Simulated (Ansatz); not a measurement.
The same redistribution along the group B, Al, Ga, In.

Isolated molecules relaxed with PBE0-D4/def2-TZVP in Ansatz; ΔE leaves out vibrations. CCSD(T)/CBS is the MP2 limit (def2-TZVPP, def2-QZVPP) plus CCSD(T) − MP2 in def2-TZVPP, frozen cores. def2 core potentials past Kr. For Br, Ga, In, Ti outer-core shells are correlated without core-valence functions, which leaves a few kJ/mol of doubt a bond. Scalar relativity is left out up to krypton.

**Question.** Order these by ΔE at CCSD(T)/CBS, lowest first. (An estimate is asked.)
A. `FB(F)Br` + `[F][Ti]([F])([F])[Br]` → `FB(Br)Br` + `[F][Ti]([F])([F])[F]`
B. `[F][In]([F])[Br]` + `[F][Ti]([F])([F])[Br]` → `[F][In]([Br])[Br]` + `[F][Ti]([F])([F])[F]`
C. `[F][Al]([F])[Br]` + `[F][Ti]([F])([F])[Br]` → `[F][Al]([Br])[Br]` + `[F][Ti]([F])([F])[F]`
D. `[F][Ga]([F])[Br]` + `[F][Ti]([F])([F])[Br]` → `[F][Ga]([Br])[Br]` + `[F][Ti]([F])([F])[F]`

**Answer.** B (-100.3 kJ/mol), D (-66.5 kJ/mol), C (+4.7 kJ/mol), A (+53.5 kJ/mol).

Largest T1 diagnostic: 0.023, for `[F][Ti]([F])([F])[F]`.
